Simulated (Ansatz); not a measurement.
Ansatz (a program for electronic structure) input (CCSD(T)/aug-cc-pVDZ):

Ansatz 0.2 input:
```yaml
crystal:
  periodic: [false, false, false]
  atoms:
    - {symbol: C, position_ang: [-2.33940638, -0.19896467, 0.00707298]}
    - {symbol: C, position_ang: [-1.04142932, 0.21915911, 0.06988788]}
    - {symbol: C, position_ang: [0.15191927, -0.51386040, -0.11470472]}
    - {symbol: C, position_ang: [1.41580073, 0.05657221, -0.01812593]}
    - {symbol: N, position_ang: [2.48809721, 0.52295882, 0.06000096]}
    - {symbol: H, position_ang: [-3.15695068, 0.49041244, 0.17413273]}
    - {symbol: H, position_ang: [-2.59840437, -1.23043960, -0.21106744]}
    - {symbol: H, position_ang: [-0.88897031, 1.27545564, 0.29569869]}
    - {symbol: H, position_ang: [0.10633907, -1.57357774, -0.34355194]}
basis:
  gaussian:
    orbitals: aug-cc-pVDZ
total_charge: -1
magnetization: {spin_polarized: false}
correlation: {method: ccsd_t, electrons: outside_noble_gas}
output: {forces: true}
```

Output:

```
Functional definition: HF
integrals: 0.45 GiB planned
1522 factors; integrals over basis functions are off by at most 8.9e-4 eV
mean field: 0.64 GiB planned
mean field evaluation 1: about -5663.2859 eV, gradient 3.2e1 eV
mean field evaluation 2: about -5663.2957 eV, gradient 3.2e1 eV
mean field evaluation 4: about -5666.3959 eV, gradient 5.9e0 eV
mean field evaluation 8: about -5666.5102 eV, gradient 4.2e-1 eV
mean field evaluation 16: about -5666.3847 eV, gradient 5.9e0 eV
mean field -5666.51187661 eV, -208.2404705655 hartree, gradient 1.3e-6 eV, S^2 0.000000; 0 other end points of the search recorded, 0 dependent functions left out
5 core orbitals not correlated
reference -5666.51187661 eV, -208.2404705655 hartree; 13, 13 occupied and 133, 133 virtual orbitals, 1522 factors
densities: 2.59 GiB planned
second order -19.62147604 eV of doubles, -0.00000000 eV of singles
coupled cluster: 1.35 GiB planned
cycle   1  -19.62958463 eV  change   -8.1e-3 eV  update   1.2e-1
cycle   2  -20.21296134 eV  change   -5.8e-1 eV  update   3.7e-2
cycle   3  -20.36235505 eV  change   -1.5e-1 eV  update   1.9e-2
cycle   4  -20.35837000 eV  change    4.0e-3 eV  update   5.6e-3
cycle   5  -20.35745071 eV  change    9.2e-4 eV  update   2.8e-3
cycle   6  -20.35806900 eV  change   -6.2e-4 eV  update   8.6e-4
cycle   7  -20.35767524 eV  change    3.9e-4 eV  update   4.2e-4
cycle   8  -20.35751510 eV  change    1.6e-4 eV  update   1.8e-4
cycle   9  -20.35752752 eV  change   -1.2e-5 eV  update   9.0e-5
cycle  10  -20.35754917 eV  change   -2.2e-5 eV  update   4.2e-5
cycle  11  -20.35750086 eV  change    4.8e-5 eV  update   1.8e-5
cycle  12  -20.35751277 eV  change   -1.2e-5 eV  update   1.0e-5
cycle  13  -20.35751511 eV  change   -2.3e-6 eV  update   4.5e-6
perturbative correction -0.95467454 eV, -0.0350836422 hartree
the calculation of the forces begins
Total energy: -5687.82406625 eV, -209.0236790892 hartree
Atom 0 at    -2.339406    -0.198965     0.007073 Å, force    -0.729572    -0.279574    -0.044970 eV/Å
Atom 1 at    -1.041429     0.219159     0.069888 Å, force     0.456021     0.473705     0.092945 eV/Å
Atom 2 at     0.151919    -0.513860    -0.114705 Å, force    -0.407457    -0.654475    -0.133192 eV/Å
Atom 3 at     1.415801     0.056572    -0.018126 Å, force    -1.435501    -0.566967    -0.092143 eV/Å
Atom 4 at     2.488097     0.522959     0.060001 Å, force     2.602712     1.142435     0.191889 eV/Å
Atom 5 at    -3.156951     0.490412     0.174133 Å, force    -0.397205     0.352766     0.085033 eV/Å
Atom 6 at    -2.598404    -1.230440    -0.211067 Å, force    -0.118588    -0.500453    -0.105990 eV/Å
Atom 7 at    -0.888970     1.275456     0.295699 Å, force     0.049513     0.513638     0.110332 eV/Å
Atom 8 at     0.106339    -1.573578    -0.343552 Å, force    -0.019923    -0.481076    -0.103906 eV/Å
Dipole moment:    -0.491349    -0.139642    -0.019736 e Å
```

It need not be the lowest isomer of its formula. Whether it binds its extra electron was not tested at this geometry.
